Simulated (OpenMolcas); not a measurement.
**Ionisation energies of technetium**

```json
{
  "Program": "OpenMolcas",
  "Basis": "ANO-R3 [8s6p5d3f2g1h]",
  "Scalar Hamiltonian": "X2C, finite nucleus",
  "Spin-orbit coupling": "state interaction with AMFI integrals over the reference wave functions, term energies averaged over their components"
}
```

Active shells in each charge state: the valence d, s shells, with orbitals averaged over the low states. Where CASPT2's correlated closed shells are named, they are those of the first ion.

A. CASSCF
B. SS-CASPT2, IPEA 0.25 Eh, imaginary shift 0.1 Eh (closed shells correlated: 4s 4p)
C. SS-CASPT2, IPEA 0.25 Eh, imaginary shift 0.1 Eh (closed shells correlated: 3d 4s 4p)
D. SS-CASPT2, IPEA 0 Eh, imaginary shift 0.1 Eh (closed shells correlated: 4s 4p)

Energies in eV between the lowest computed levels, named as in B; reference values from the NIST Atomic Spectra Database with their kind.

| From | To | A | B | C | D | Spin-orbit share in B | Reference |
| --- | --- | --- | --- | --- | --- | --- | --- |
| Tc 4d⁵ 5s² ⁶S_5/2 | Tc+ 4d⁵ 5s ⁷S₃ | 4.740 | 7.293 | 7.307 | 7.433 | +0.000 | 7.119 (measured) |
| Tc+ 4d⁵ 5s ⁷S₃ | Tc2+ 4d⁵ ⁶S_5/2 | 14.242 | 15.272 | 15.302 | 15.393 | +0.000 | 15.260 (semi-empirical) |

Other lowest levels: A, Tc 4d⁶ 5s ⁶D_9/2 to 4d⁵ 5s ⁷S₃.

Error against the reference values, in %:

```
From       Reference      A     B     C     D
  Tc        measured  -33.4  +2.4  +2.6  +4.4
 Tc+  semi-empirical   -6.7  +0.1  +0.3  +0.9
```

Absolute error against the one measured value: A 2.38 eV, B 0.17 eV, C 0.19 eV, D 0.31 eV.

The lowest level within the active space need not be the ion's true ground level.
